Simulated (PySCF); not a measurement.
**Au⁷⁵⁺ (gold, charge +75) across methods**

[He] 2s2, closed-shell 1S. All numbers are calculated (PySCF 2.14, the spin-free X2C one-electron Hamiltonian (Gaussian nucleus), in an even-tempered Gaussian basis (18 s from 59 bohr⁻², ratio 2.2; 8 p from 89 bohr⁻², ratio 2.4; 5 d from 270 bohr⁻², ratio 2.4; 5 f from 400 bohr⁻², ratio 2.4; 4 g from 600 bohr⁻², ratio 2.4)).

```json
{"method": "LDA", "E (hartree)": "-8466.21", "mean ε 1s (eV)": "-90040.1", "mean ε 2s (eV)": "-22381.3", "Σ⟨r²⟩ (bohr²)": "0.01156", "⟨S²⟩": "0.000"}
{"method": "M06-2X", "E (hartree)": "-8477.24", "mean ε 1s (eV)": "-90445.0", "mean ε 2s (eV)": "-22471.5", "Σ⟨r²⟩ (bohr²)": "0.01155", "⟨S²⟩": "0.000"}
{"method": "r2SCAN", "E (hartree)": "-8475.32", "mean ε 1s (eV)": "-90193.2", "mean ε 2s (eV)": "-22408.4", "Σ⟨r²⟩ (bohr²)": "0.01155", "⟨S²⟩": "0.000"}
{"method": "TPSS", "E (hartree)": "-8476.18", "mean ε 1s (eV)": "-90167.0", "mean ε 2s (eV)": "-22406.0", "Σ⟨r²⟩ (bohr²)": "0.01155", "⟨S²⟩": "0.000"}
{"method": "PBE", "E (hartree)": "-8476.00", "mean ε 1s (eV)": "-90127.9", "mean ε 2s (eV)": "-22400.0", "Σ⟨r²⟩ (bohr²)": "0.01155", "⟨S²⟩": "0.000"}
{"method": "UHF", "E (hartree)": "-8474.63489", "mean ε 1s (eV)": "-90761.8", "mean ε 2s (eV)": "-22534.1", "Σ⟨r²⟩ (bohr²)": "0.01155", "⟨S²⟩": "0.000"}
{"method": "PBE0", "E (hartree)": "-8475.68", "mean ε 1s (eV)": "-90286.5", "mean ε 2s (eV)": "-22433.9", "Σ⟨r²⟩ (bohr²)": "0.01155", "⟨S²⟩": "0.000"}
```
